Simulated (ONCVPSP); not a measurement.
**Ranking ONCV potentials for Mo (Z = 42)**

All share these settings but for the change named:

Mo (Z = 42), optimised norm-conserving Vanderbilt (ONCV), made with ONCVPSP 4.0.1 (PBE, fully relativistic). Core [Ar] 3d10, reference 4s2 4p6 4d5 5s1. Waves: 4s+5s: rc 1.80 bohr, ncon 5, nbas 8, qcut 6.8 1/bohr, 2 projectors; 4p: rc 1.95 bohr, ncon 4, nbas 8, qcut 5.5 1/bohr, 1 projector; 4d: rc 1.70 bohr, ncon 4, nbas 9, qcut 5.6 1/bohr, 2 projectors, debl 1.9 Ha. Local part: polynomial inside 1.55 bohr (lpopt 5, dvloc0 4 Ha). Core correction: polynomial model core, fcfact 0.7.

Open shells are filled in proportion to 2j + 1.

Test errors are all-electron minus pseudo excitation energies from the reference, over 4s2 4p6 4d5 5s0; 4s2 4p6 4d4 5s0; 4s2 4p6 4d3 5s0; 4s2 4p6 4d4 5s1 5p1. None of these files shows a bound ghost.

The base gives 19.3 meV.

Of 10 variants that were run, those that failed, showed a ghost or another fault, or gave nearly equal values are left out.

A variant can come out equal or close to the base, since the largest error may sit in a test that the change hardly touches while other tests move.

**Question.** Rank these variants by their largest absolute test error, smallest first.
A. s: nbas 9
B. all radii but the core radius scaled by about 1.07 (s 1.92, p 2.08, d 1.82 bohr); local potential polynomial inside 1.66 bohr (lpopt 5, dvloc0 4 Ha)
C. local potential polynomial inside 1.55 bohr (lpopt 5, dvloc0 6 Ha)
D. local potential polynomial inside 1.15 bohr (lpopt 5, dvloc0 0 Ha)

**Answer.** C (8.8 meV), B (16.6 meV), A (19.3 meV), D (70.2 meV).
